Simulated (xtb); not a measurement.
Si(F)(OH)2(SiH3) (FH₅O₂Si₂), SMILES O[Si](O)(F)[SiH3]. All values are semi-empirical tight-binding results from xtb (GFN2-xTB unless named), good for trends rather than for accurate numbers. Coordinates come from a GFN2-xTB optimisation. The structure was generated by enumeration, and PubChem lists no compound with its InChIKey, so it may never have been made. The values are those of a single conformer.

Optimised geometry:

```xyz
10

O     -1.0200    -0.8825    -1.1492
Si    -0.3564     0.1322    -0.0896
O     -0.5254     1.6397    -0.6767
F     -1.2972     0.1383     1.2380
Si     1.7519    -0.6090     0.3551
H     -1.8765    -0.7185    -1.5395
H     -0.4125     2.4052    -0.1222
H      2.4471     0.2986     1.2825
H      1.7605    -1.9347     0.9787
H      2.5824    -0.6767    -0.8516
```
Charge 0, spin multiplicity 1.

Computed properties:
The orbital gap is 5.03 eV and the dipole moment is 1.45 D. The zero-point energy is 33.8 kcal/mol and the G − E(el) at 298.15 K (modified RRHO) comes out as 13.0 kcal/mol. The static polarisability (D4 model) is 74.5 bohr³. The solvation energy, GFN2-xTB/ALPB(water) comes out as -8.2 kcal/mol and the solvation energy, GFN2-xTB/ALPB(methanol) comes out as -6.9 kcal/mol.

Computed atomic charges and the Wiberg bond orders between heavy atoms:
charges (e) O1 -0.48, Si2 0.58, O3 -0.49, F4 -0.31, Si5 0.39, H6 0.31, H7 0.31, H8 -0.11, H9 -0.10, H10 -0.10. Bond orders O1–Si2 1.18, Si2–O3 1.17, Si2–F4 1.02, Si2–Si5 0.77.
